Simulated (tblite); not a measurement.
ClGe₂H₇Si.
InChI=1S/ClGe2H7Si/c1-3(2)4/h3H,2,4H3/t3-/m1/s1

Computed with GFN2-xTB (tblite): harmonic, unscaled wavenumbers at the GFN2-xTB geometry, gas phase. This tight-binding method is rough: wavenumbers can miss measured ones by several per cent, in bad cases by 10 to 20. Modes of hydrogen on germanium and silicon can be 10 to 20 % off.

Harmonic wavenumbers (cm⁻¹): 25.1, 31.3, 61.3, 87.2, 97.9, 222.8, 325.1, 341.9, 360.6, 371.8, 446.0, 453.1, 602.0, 637.1, 763.8, 769.9, 771.3, 794.4, 866.2, 869.8, 1644.1, 1895.9, 1996.0, 2002.6, 2251.5, 2259.7, 2273.4.

A = 1980, B = 1011, C = 722.3 MHz; mass 217.843 u (most abundant isotopes); point group C1, symmetry number 1.

**Question.** What is the zero-point energy?

**Answer.** ½Σν̃ = 11611 cm⁻¹ = 33.20 kcal/mol.

**Question.** Give the ideal-gas entropy at 500 K and 1 bar in the rigid-rotor, harmonic-oscillator model (classical rotation).

**Answer.** Translation 44.63, rotation 31.33, vibration 49.77: S = 125.7 cal/(mol K).

**Question.** And Cp and H(500 K) − H(0)?

**Answer.** Cp = 42.83 cal/(mol K), of which vibrations give 34.88 (their classical limit is 27 R = 53.7); H(500 K) − H(0) = 14.87 kcal/mol without the zero-point energy, 10.90 from vibrations.

**Question.** Which modes carry the vibrational entropy at 500 K?

**Answer.** 25.1 cm⁻¹: 7.21; 31.3 cm⁻¹: 6.77; 61.3 cm⁻¹: 5.44; 87.2 cm⁻¹: 4.74; 97.9 cm⁻¹: 4.51; 222.8 cm⁻¹: 2.90 cal/(mol K); the other 21 give 18.20 together.

**Question.** Blend soft modes into free rotors: weight 1/[1 + (100 cm⁻¹/ν̃)⁴] for the oscillator and the rest for a rotor with moment μB/(μ + B), μ = h/(8π²ν), B = 10⁻⁴⁴ kg m². What vibrational entropy results?

**Answer.** 42.32 cal/(mol K) in place of 49.77, which changes −T·S at 500 K by +3.73 kcal/mol.

Hindered rotation and anharmonicity are outside this model. The structure is chiral; the term R ln 2 for an equal mix with its mirror image is left out.
